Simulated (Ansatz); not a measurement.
CH9NOSi2 can be A, `NC([SiH3])[SiH2]O`, or B, `C[SiH2]N[SiH2]O`.

Program: Ansatz. Geometries: PBE0-D4/def2-TZVP. ΔE: electronic, gas phase. CCSD(T)/CBS is the MP2 limit (def2-TZVPP, def2-QZVPP) plus CCSD(T) − MP2 in def2-TZVPP, frozen cores. Functionals use def2-TZVPP. B3LYP here is the variant with VWN-RPA as its local correlation; programs differ in this. One conformer a species, not always the lowest.

**Question.** Which isomer does CCSD(T)/CBS put lower? Give the gap. (An estimate is asked.)

**Answer.** The calculation gave: B, by 224.4 kJ/mol.

**Question.** Give E(B) − E(A) in kJ/mol with ωB97M-V, CCSD/def2-TZVPP, HF/def2-TZVPP, B2PLYP, PBE0-D4, CCSD(T)/def2-TZVPP, B3LYP. (An estimate is asked.)

**Answer.** The calculation gave: ωB97M-V -221.1, CCSD/def2-TZVPP -225.0, HF/def2-TZVPP -240.7, B2PLYP -227.1, PBE0-D4 -212.2, CCSD(T)/def2-TZVPP -221.9, B3LYP -223.6. None reverses the order clearly.

Largest T1 diagnostic: 0.011.

The D4 term adds +4.1 kJ/mol with B3LYP and +2.1 kJ/mol with PBE0; it sums over pairs of atoms, weighted by their polarisabilities, and B3LYP, whose exchange is more repulsive, gets the larger term. From PBE to PBE0 (25 % exact exchange), in def2-TZVPP and without D4, E(B) − E(A) moves by −8.6 kJ/mol.
